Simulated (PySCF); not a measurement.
An unknown gives this computed stick spectrum. Method: PySCF 2.14.0, density-fitted response routines, TDDFT PBE0/def2-SVPD, vertical, gas phase, core orbitals frozen in the response. Geometries: GFN2-xTB, one conformer each.

```tsv
state	λ (nm)	f
S1	212.3	0.0019
S2	201.9	0.0029
S3	196.5	0.015
S4	185.4	0.028
S5	179.2	0.0018
S6	170.8	0.047
```

Triplets computed (Tamm–Dancoff): 4.48, 5.20 eV.

**Question.** Which candidate is it?
A. `[H]/N=C1/[C@@H](F)C[C@H]1OC`
B. `C=C(F)N(C)C(C)=O`
C. `CS[SiH2]n1cccc1`
D. `C=C(OC)S(C)(=O)=O`
E. `CS(=O)(=O)C1=NOC=N1`

**Answer.** E. Its S1 lies at 5.84 eV; the nearest of the others has S1 at 5.50 eV. S1 is HOMO-3→LUMO (60%), HOMO-1→LUMO (34%). Löwdin shares by element: HOMO oxygen 60% or more, nitrogen 15% or more, carbon 8% or more (atoms not listed hold the other 18%); LUMO carbon 37% or more, nitrogen 24% or more, oxygen 19% or more (atoms not listed hold the other 21%). At the same level the other candidates give, for their lowest levels:
- `CS[SiH2]n1cccc1`: 225 nm (f 0.006); 222 nm (f 0.000); 213 nm (f 0.004); 206 nm (f 0.006); 206 nm (f 0.014); T1 4.17 eV; HOMO -6.36, LUMO 0.08 eV
- `[H]/N=C1/[C@@H](F)C[C@H]1OC`: 265 nm (f 0.002); 219 nm (f 0.003); 175 nm (f 0.034); 173 nm (f 0.030); 169 nm (f 0.016); T1 3.92 eV; HOMO -7.52, LUMO -0.96 eV
- `C=C(F)N(C)C(C)=O`: 232 nm (f 0.027); 210 nm (f 0.348); 195 nm (f 0.048); 182 nm (f 0.028); 171 nm (f 0.006); T1 4.04 eV; HOMO -7.05, LUMO -0.50 eV
- `C=C(OC)S(C)(=O)=O`: 191 nm (f 0.051); 186 nm (f 0.102); 181 nm (f 0.034); 178 nm (f 0.056); 172 nm (f 0.020); T1 4.22 eV; HOMO -7.67, LUMO -0.49 eV

Shape of the structure used: `[CH3:1][S:2](=[O:3])(=[O:4])[c:5]1[n:6][cH:7][o:8][n:9]1`: C1–S2–C5–N6 -14°.
